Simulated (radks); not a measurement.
Problem. The table gives one normalised radial function P(r) = r R(r) of Pd13+ in [Ar] 3d9 4s2 4p4 (r in bohr). All-electron calculation, scalar-relativistic Kohn-Sham, PBEsol, spin-polarised, spherical densities, finite nucleus; open shells are filled with parallel spins first (spin-orbit coupling, left out, can overturn this in heavy ions); Fermi nuclear charge, rms radius 4.5318 fm. Program: a radial shooting solver on a logarithmic mesh with Libxc functionals.

| r | P |
|---|---|
| 0.004274 | 0.1695 |
| 0.005477 | 0.2013 |
| 0.007075 | 0.2356 |
| 0.009067 | 0.2671 |
| 0.01162 | 0.2919 |
| 0.01489 | 0.3026 |
| 0.01908 | 0.2892 |
| 0.02445 | 0.2400 |
| 0.03133 | 0.1444 |
| 0.04047 | -0.0068 |
| 0.05186 | -0.1914 |
| 0.06646 | -0.3753 |
| 0.08517 | -0.4906 |
| 0.1091 | -0.4544 |
| 0.1399 | -0.2112 |
| 0.1792 | 0.2020 |
| 0.2315 | 0.6219 |
| 0.2967 | 0.7490 |
| 0.3802 | 0.4110 |
| 0.4872 | -0.3056 |
| 0.6243 | -1.0190 |
| 0.8 | -1.3054 |
| 1.025 | -1.0488 |
| 1.324 | -0.5326 |
| 1.697 | -0.1709 |
| 2.175 | -0.0311 |
| 2.787 | -0.0028 |

Which n and l does it have? It may be an empty orbital.

Solution. n = 4, l = 0: the number of nodes gives n - l - 1 = 3, the rise at small r (about r^(l+1), flatter next to the nucleus through relativity) gives l, and the extent must fit the shell. The curve is that of 4s up; the table hardly tells the two spins apart. 4s up: eigenvalue -349.84 eV, 3 radial nodes at r = 0.0401, 0.160, 0.442 bohr, <r> = 0.841 bohr, 90 % of the charge inside 1.19 bohr.
